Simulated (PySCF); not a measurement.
**`N#C/C=C/C=C/[SiH3]`, C$_{5}$H$_{7}$NSi**

Molfile (atoms numbered from 1):
```
C5H7NSi
     RDKit          3D

 14 13  0  0  0  0  0  0  0  0999 V2000
    4.6779    0.4364    0.4510 N   0  0  0  0  0  0  0  0  0  0  0  0
    3.6409    0.2057    0.0149 C   0  0  0  0  0  0  0  0  0  0  0  0
    2.3750   -0.0764   -0.5192 C   0  0  0  0  0  0  0  0  0  0  0  0
    1.2385    0.1771    0.1530 C   0  0  0  0  0  0  0  0  0  0  0  0
   -0.0730   -0.1001   -0.3639 C   0  0  0  0  0  0  0  0  0  0  0  0
   -1.2013    0.1564    0.3101 C   0  0  0  0  0  0  0  0  0  0  0  0
   -2.9457   -0.1799   -0.3045 Si  0  0  0  0  0  4  0  0  0  0  0  0
    2.3635   -0.5136   -1.5096 H   0  0  0  0  0  0  0  0  0  0  0  0
    1.2924    0.6155    1.1423 H   0  0  0  0  0  0  0  0  0  0  0  0
   -0.1197   -0.5393   -1.3528 H   0  0  0  0  0  0  0  0  0  0  0  0
   -1.1001    0.5964    1.2966 H   0  0  0  0  0  0  0  0  0  0  0  0
   -3.6722    1.0916   -0.3373 H   0  0  0  0  0  0  0  0  0  0  0  0
   -3.5912   -1.1008    0.6338 H   0  0  0  0  0  0  0  0  0  0  0  0
   -2.8857   -0.7697   -1.6415 H   0  0  0  0  0  0  0  0  0  0  0  0
  1  2  3  0
  2  3  1  0
  3  4  2  0
  4  5  1  0
  5  6  2  0
  6  7  1  0
  3  8  1  0
  4  9  1  0
  5 10  1  0
  6 11  1  0
  7 12  1  0
  7 13  1  0
  7 14  1  0
M  END
```

Theory: quadratic response PBE0/def2-SVPD first hyperpolarisability, Taylor convention, gas phase in PySCF 2.14.0. Geometry: GFN2-xTB.

Task: Give β for the processes computed.

Result: In au, Taylor convention; the vector part is βᵢ = ⅓ Σⱼ (βᵢⱼⱼ + βⱼᵢⱼ + βⱼⱼᵢ); β∥ is 3/5 of the vector part along the dipole, the dipole points from − to +:
```tsv
process	λ (nm)	β vector norm	β∥	β HRS	depolarisation ratio
static β(0;0,0)	∞	131.5	-78.6	52.3	5.79
second harmonic β(−2ω;ω,ω)	1907	128.1	-76.7	52.5	5.08
Pockels β(−ω;ω,0)	1907	130.5	-78.0	–	–
second harmonic β(−2ω;ω,ω)	1064	114.0	-68.4	52.6	3.45
Pockels β(−ω;ω,0)	1064	127.8	-76.5	–	–
```

Task: Which lowest excitations, dipole and polarisabilities go with it?

Result: S1 4.93 eV (f = 1.049); S2 5.69 eV (f = 0.001); S3 5.97 eV (f = 0.001); dipole 4.38 D; isotropic α 108.0 au static, 108.8 au at 1907 nm, 110.5 au at 1064 nm, 111.2 au at 953.5 nm, 119.8 au at 532 nm.
